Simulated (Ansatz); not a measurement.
The same path of BF3 + H4Si (9 atoms, charge 0, multiplicity 1) was run 3 times with different band settings. Lost on the way: B1–F2, H5–Si6. Made: B1–Si6, F2–H5.

Level of theory: UKS B3LYP-D4/def2-SVP in Ansatz 0.2.0.

Relaxed end points:

```xyz
9
Properties=species:S:1:pos:R:3
B -0.508 0.959 -1.613
F 0.540 1.658 -1.987
F -0.825 -0.148 -2.246
F -1.260 1.384 -0.619
H 1.091 -0.106 0.154
Si 0.405 -0.773 1.301
H 0.037 0.256 2.311
H -0.818 -1.460 0.801
H 1.338 -1.769 1.898
```

```xyz
9
Properties=species:S:1:pos:R:3
B -0.759 0.172 -0.697
F 1.459 1.355 -0.757
F -0.300 -0.292 -1.865
F -1.642 1.151 -0.782
H 1.548 0.835 -1.524
Si -0.181 -0.645 1.070
H 0.073 0.425 2.076
H -1.254 -1.544 1.598
H 1.056 -1.456 0.880
```

Common settings: movable images 5; climbing image yes; optimiser quadratic models (default); start path through a guess of the saddle point; iteration limit 60; end points relaxed.

| run | spring | force threshold |
| --- | --- | --- |
| 1 | 5.0 eV/Å² | 0.03 eV/Å |
| 2 | 5.0 eV/Å² | 0.5 eV/Å |
| 3 | 50.0 eV/Å² | 0.03 eV/Å |

**Question.** What does each run give, and how far can it be trusted?

**Answer.** Run 1: converged after 26 iterations, highest image 2.757 eV above the first end. Neighbouring images differ by up to 2.4 eV, so the band resolves the path poorly. A vibrational analysis at the climbing image gives one clearly imaginary mode, 1117i cm⁻¹: a first-order saddle point.
Run 2: converged after 13 iterations, highest image 2.766 eV above the first end. The threshold of 0.5 eV/Å is loose, so the images may lie well off the minimum-energy path. Neighbouring images differ by up to 2.3 eV, so the band resolves the path poorly. The order of the stationary point at the top wasn't checked.
Run 3: converged after 30 iterations, highest image 2.757 eV above the first end. Neighbouring images differ by up to 2.4 eV, so the band resolves the path poorly. Another band between the same ends (5 images) ends at a top of the same energy, where a vibrational analysis finds 1 clearly imaginary mode.
The orbitals stay closed-shell, which can raise the energy where a bond breaks towards radicals; this wasn't checked here.
